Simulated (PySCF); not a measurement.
H4F2Si2, singlet, at a GFN2-xTB geometry; BHANDHLYP/6-31G, TDDFT run with PySCF.

Input for PySCF:
```python
from pyscf import gto, scf, dft, tdscf

mol = gto.M(
    atom='''
Si   -1.702673    0.188052    0.221085
Si    0.581990   -0.013474    0.304442
F     1.280199    1.034599   -0.691584
F     1.053718   -1.393460   -0.366953
H    -2.243937    0.036049   -1.133719
H    -2.115688    1.503867    0.719708
H    -2.334228   -0.828491    1.068762
H     1.378168    0.074236    1.514705
''',
    basis='6-31g',
    charge=0,
    spin=0,
    verbose=4,
)

mf = dft.RKS(mol)
mf.xc = 'bhandhlyp'
mf.kernel()
td = mf.TDDFT()
td.nstates = 5
td.kernel(x0=td.get_init_guess(mf, 13), nstates=5)
td.analyze()
```

Output, abridged:

```
PySCF version 2.14.0

[INPUT] verbose = 4
[INPUT] num. atoms = 8
[INPUT] num. electrons = 50
[INPUT] charge = 0
[INPUT] spin (= nelec alpha-beta = 2S) = 0
[INPUT] symmetry False subgroup None
[INPUT] Mole.unit = angstrom
[INPUT] Symbol           X                Y                Z      unit          X                Y                Z       unit  Magmom
[...]
nuclear repulsion = 228.806797439853
number of shells = 32
number of NR pGTOs = 152
number of NR cGTOs = 52
basis = 6-31g
ecp = {}

******** <class 'pyscf.dft.rks.RKS'> ********
method = RKS
initial guess = minao
damping factor = 0
level_shift factor = 0
DIIS = <class 'pyscf.scf.diis.CDIIS'>
diis_start_cycle = 1
diis_space = 8
diis_damp = 0
SCF conv_tol = 1e-09
SCF conv_tol_grad = None
SCF max_cycles = 50
direct_scf = True
direct_scf_tol = 1e-13
XC library pyscf.dft.libxc version 7.1.2
    S. Lehtola, C. Steigemann, M. J. T. Oliveira, and M. A. L. Marques,  SoftwareX 7, 1–5 (2018)
XC functionals = bhandhlyp
    A. D. Becke,  J. Chem. Phys. 98, 1372 (1993)
    Defined through Gaussian implementation.
radial grids:
    Treutler-Ahlrichs [JCP 102, 346 (1995); DOI:10.1063/1.469408] (M4) radial grids

becke partition: Becke, JCP 88, 2547 (1988); DOI:10.1063/1.454033
pruning grids: <function nwchem_prune>
grids dens level: 3
symmetrized grids: False
atomic radii adjust function: <function treutler_atomic_radii_adjust>
small_rho_cutoff = 0
Set gradient conv threshold to 3.16228e-05
Initial guess from minao.
tot grids = 106120
init E= -781.071206607603
[...]
cycle= 1 E= -780.819371749867  delta_E= 0.252  |g|= 0.737  |ddm|= 2.35
[...]
cycle= 2 E= -780.805008474796  delta_E= 0.0144  |g|= 0.866  |ddm|= 1.46
[...]
cycle= 3 E= -780.925643100572  delta_E= -0.121  |g|= 0.0188  |ddm|= 0.72
[...]
cycle= 4 E= -780.925807728142  delta_E= -0.000165  |g|= 0.00546  |ddm|= 0.0471
[...]
cycle= 5 E= -780.925821453958  delta_E= -1.37e-05  |g|= 0.000564  |ddm|= 0.0122
[...]
cycle= 6 E= -780.925821672682  delta_E= -2.19e-07  |g|= 0.000126  |ddm|= 0.00159
[...]
cycle= 7 E= -780.925821681357  delta_E= -8.67e-09  |g|= 4.34e-05  |ddm|= 0.000337
[...]
cycle= 8 E= -780.925821682091  delta_E= -7.34e-10  |g|= 1.79e-05  |ddm|= 8.27e-05
[...]
Extra cycle  E= -780.925821682083  delta_E= 8.07e-12  |g|= 2.04e-05  |ddm|= 2.8e-05
converged SCF energy = -780.925821682083

******** <class 'pyscf.tdscf.rks.TDDFT'> for <class 'pyscf.dft.rks.RKS'> ********
nstates = 5 singlet
deg_eia_thresh = 1.000e-03
wfnsym = None
conv_tol = 1e-05
eigh lindep = 1e-12
eigh level_shift = 0
eigh max_cycle = 100

Excitation energies (eV)
[7.86253542 8.3629047  9.56057843 9.58792802 9.89530221]

** Singlet excitation energies and oscillator strengths **
Excited State   1:      7.86254 eV    157.69 nm  f=0.0170
      25 -> 26        0.69125
Excited State   2:      8.36290 eV    148.25 nm  f=0.1424
      25 -> 27        0.67665
      25 -> 28       -0.14521
Excited State   3:      9.56058 eV    129.68 nm  f=0.0061
      23 -> 27       -0.47998
      24 -> 26        0.50073
Excited State   4:      9.58793 eV    129.31 nm  f=0.3299
      23 -> 26        0.25822
      24 -> 27        0.25102
      25 -> 27       -0.12853
      25 -> 28       -0.57799
Excited State   5:      9.89530 eV    125.30 nm  f=0.1366
      23 -> 26       -0.34365
      24 -> 27        0.55075
      24 -> 28        0.22720

** Transition electric dipole moments (AU) **
state          X           Y           Z        Dip. S.      Osc.
  1         0.0310      0.2931     -0.0360      0.0882      0.0170
  2         0.6562      0.0065      0.5140      0.6949      0.1424
  3         0.0138     -0.1576      0.0285      0.0258      0.0061
  4        -1.1764      0.0892     -0.1124      1.4045      0.3299
  5         0.4607      0.0439      0.5909      0.5633      0.1366

** Transition velocity dipole moments (imaginary part, AU) **
state          X           Y           Z        Dip. S.      Osc.
  1         0.0047      0.0410     -0.0050      0.0017      0.0040
  2         0.1630     -0.0023      0.0973      0.0360      0.0782
  3         0.0035     -0.0620      0.0110      0.0040      0.0075
  4        -0.3798      0.0267     -0.0510      0.1475      0.2792
  5         0.1417      0.0175      0.2050      0.0624      0.1144

** Transition magnetic dipole moments (imaginary part, AU) **
state          X           Y           Z
  1        -0.3965      0.1264      0.6904
  2        -0.0485     -0.5579      0.0707
  3         0.7270     -0.0390      0.3027
  4         0.0501      0.3610     -0.0433
  5        -0.0423     -0.3392      0.0491
```
